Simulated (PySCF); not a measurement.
**Distorted geometries of La(BH4)3**

La(BH4)3 (singlet). PySCF 2.14.0, RKS PBE, La lcecp-1-SVP with ECP46, B def2-SVP, H def2-SVP; non-relativistic Hamiltonian with scalar-relativistic core potentials where named; density fitting; no spin-orbit coupling. Relaxed geometry:

```xyz
16

La    0.0000    0.0000    0.0000
B     2.6050    0.0115    0.0000
H     3.8188   -0.0064    0.0000
H     2.1061   -0.5818    1.0008
H     2.1061   -0.5818   -1.0008
H     2.1291    1.1744    0.0000
B    -1.3124    2.2502    0.0000
H    -1.9038    3.3104    0.0000
H    -0.5492    2.1149    1.0008
H    -0.5492    2.1149   -1.0008
H    -2.0816    1.2566    0.0000
B    -1.2925   -2.2617    0.0000
H    -1.9150   -3.3040    0.0000
H    -1.5570   -1.5331    1.0008
H    -1.5570   -1.5331   -1.0008
H    -0.0474   -2.4310    0.0000
```

Question: Order these distorted geometries by energy above the relaxed one, lowest first.
A.
```xyz
16

La   -0.0475    0.1075    0.2849
B     2.6347    0.0593   -0.1044
H     3.8148   -0.1599    0.0308
H     2.0897   -0.5571    0.9808
H     2.1278   -0.6414   -1.0428
H     2.1587    1.3023    0.0173
B    -1.3047    2.0926    0.0132
H    -1.8548    3.2881    0.1414
H    -0.5763    2.1114    0.9591
H    -0.5355    2.0623   -1.0904
H    -2.0968    1.2472   -0.0180
B    -1.1822   -2.1577    0.0402
H    -2.0425   -3.3245   -0.0948
H    -1.5482   -1.4665    1.0496
H    -1.6505   -1.5204   -1.0774
H     0.0132   -2.4433   -0.0895
```
B.
```xyz
16

La   -0.0573    0.0124   -0.0314
B     2.5642   -0.0421    0.1033
H     3.9025   -0.0572   -0.1680
H     1.9508   -0.5605    1.0799
H     2.0736   -0.5957   -0.9676
H     2.0857    1.3499   -0.0513
B    -1.3232    2.3004    0.0672
H    -2.0301    3.2868   -0.0930
H    -0.6558    1.9989    1.0097
H    -0.6479    2.0519   -0.9742
H    -1.9019    1.3135   -0.1075
B    -1.1479   -2.1633   -0.1113
H    -1.7621   -3.4434   -0.1943
H    -1.5591   -1.4167    1.1588
H    -1.4342   -1.5384   -0.8464
H    -0.0573   -2.4964    0.1261
```
C.
```xyz
16

La    0.0185    0.0686    0.0268
B     2.4785    0.0213    0.0242
H     3.8295   -0.0806    0.0937
H     2.0597   -0.5215    1.0763
H     2.1266   -0.6499   -1.0568
H     2.1704    1.2350   -0.0583
B    -1.2779    2.2446   -0.0459
H    -1.9813    3.3475    0.0505
H    -0.5264    2.1042    1.0860
H    -0.5589    2.1063   -0.9484
H    -2.1018    1.2623   -0.0008
B    -1.2935   -2.3900   -0.0293
H    -1.9472   -3.3047   -0.0056
H    -1.5607   -1.5229    0.9368
H    -1.5187   -1.4984   -1.0595
H     0.0831   -2.4218   -0.0899
```

Answer: C (1.15 eV), A (1.74 eV), B (3.03 eV).

Question: Which forces (eV/Å) act in the one that lies 3.03 eV up?

Answer: 
```
La   1.13  1.49  0.16
B    1.33  1.87 -2.00
H   -2.22 -0.06  1.06
H    0.56  0.04  0.06
H   -0.04  0.12  0.54
H    0.52 -2.21  0.44
B    0.05  1.06 -1.59
H    0.33 -0.08  0.43
H    0.80  0.47  1.18
H    0.69  0.64 -0.07
H   -2.19 -1.84  0.07
B   -1.80 -8.04  7.73
H    0.82  2.57  0.17
H    0.55 -1.07 -1.89
H   -2.34  4.82 -6.29
H    1.79  0.23 -0.03
```
Forces carry noise of the integration grid, about 0.01 to 0.03 eV/Å.

A frequency check found unstable modes (3, the lowest at -36 cm⁻¹), so the relaxed geometry is a saddle point, or these are noise.
